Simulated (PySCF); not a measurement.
Start geometry of `[F][Re]([F])([F])([F])([F])([F])[F]` from GFN2-xTB (Å):
```
atom  x, y, z in Å
F1    -0.1456    0.5710   -1.6599
Re2   -0.0046   -0.0033   -0.0052
F3    -1.5672    0.8938    0.4580
F4     0.7011   -1.5984   -0.6452
F5     0.4683    1.6901    0.5531
F6     0.1636   -0.5892    1.6554
F7     1.8481    0.1574   -0.1359
F8    -1.4086   -1.1404   -0.2728
```

Problem. What comes out of this run: PBE0-D3(BJ)/def2-SVP geometry optimisation, gas phase, def2 core potentials past Kr (PySCF 2.14.0)?

Solution. 
```
atom  x, y, z in Å
F1     0.3462    0.1856   -1.3299
Re2    0.3900   -0.3624    0.4003
F3    -1.1408    0.6376    0.7419
F4     1.0063   -2.0213   -0.1730
F5     0.9214    1.3429    0.9199
F6     0.4343   -0.9080    2.1314
F7     2.2491   -0.3136    0.3931
F8    -1.0868   -1.4574    0.1169
```

The energy falls by 14.7 kJ/mol over 14 energy and gradient evaluations, the largest force component goes from 0.0475 to 2.4e-04 Eh/bohr, and the atoms move by 0.035 Å rms after alignment. The bond that changes most is F1–Re2 (ends: fluorine bonded to Re; rhenium bonded to 7 F), which lengthens by 0.058 Å. Bonds longer at the end by more than 0.005 Å: 4 of 7; shorter: 0. Rotational constants go from 1816, 1784, 1553 to 1745, 1745, 1538 MHz. The orientation of the end geometry is arbitrary; only internal coordinates are fixed.

The run used 130 basis functions and 115 SCF cycles in all. Time: 3.6 min wall, 2.5 min CPU; peak memory 0.56 GiB. Hardware: Intel Xeon Platinum 8488C, one thread, no GPU, on a shared host.

No PBE0-D3(BJ)/def2-SVP frequencies stand behind this structure, so it isn't proved a minimum.
